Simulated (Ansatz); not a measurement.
Series MnX2: r2SCAN-D4/def2-TZVPD single points in Ansatz on relaxed structures, gas phase. Core potentials for I, no spin–orbit coupling. HOMO and LUMO are taken over both spins. Binding counts from free atoms in the multiplicity of their measured ground term, without zero-point energy. The spins of the ions were chosen, not always searched. Names give formal oxidation states. A dash marks a value that wasn't run or was left out as unsound. The structures are stationary points that may keep the symmetry of their start. Remarks come from the PBE and PBE0 runs and from stability tests at other levels; not every state was tested. A HOMO above zero means that the electron is unbound at that level and held by the basis, or that self-interaction error raises the level; the energy of removing that electron tells which.

```
          species  atoms                        state             geometry  HOMO (eV)  LUMO (eV)  gap (eV)  vertical EA (eV)  binding per atom (eV)  point group (within 0.1 Å)                                                                         remarks
             MnI2      3                       sextet   B3LYP-D4/def2-TZVP      -6.72      -3.80      2.92                 –                   2.22                         D∞h                                                                               –
             MnF2      3  sextet; reduced ion quintet    PBE0-D4/def2-TZVP      -7.40      -3.37      4.03              0.90                   3.61                         D∞h  HOMO above zero (-1 quintet), spin-contaminated (⟨S²⟩ up to 6.28) (-1 quintet)
            MnBr2      3  sextet; reduced ion quintet   B3LYP-D4/def2-TZVP      -7.17      -3.80      3.36              1.42                   2.63                         D∞h  HOMO above zero (-1 quintet), spin-contaminated (⟨S²⟩ up to 6.20) (-1 quintet)
            MnCl2      3  sextet; reduced ion quintet     PBE-D4/def2-TZVP      -7.38      -3.73      3.66              1.30                   2.93                         D∞h  HOMO above zero (-1 quintet), spin-contaminated (⟨S²⟩ up to 6.20) (-1 quintet)
 Mn(SH)2 (MnH2S2)      5  sextet; reduced ion quintet     PBE-D4/def2-TZVP      -6.31      -3.41      2.90              1.17                   2.84                          C2  HOMO above zero (-1 quintet), spin-contaminated (⟨S²⟩ up to 6.19) (-1 quintet)
Mn(NH2)2 (MnN2H4)      7  sextet; reduced ion quintet  r2SCAN-D4/def2-TZVP      -5.01      -2.13      2.88              0.20                   3.18                         D2d  HOMO above zero (-1 quintet), spin-contaminated (⟨S²⟩ up to 6.31) (-1 quintet)
   MnMe2 (C2H6Mn)      9  sextet; reduced ion quintet  r2SCAN-D4/def2-TZVP      -5.52      -2.50      3.02              0.40                   3.49                           –  HOMO above zero (-1 quintet), spin-contaminated (⟨S²⟩ up to 6.25) (-1 quintet)
```

The gap (eV) runs from 2.88 (Mn(NH2)2) to 4.03 (MnF2). The vertical EA (eV) runs from 0.20 (Mn(NH2)2) to 1.42 (MnBr2).
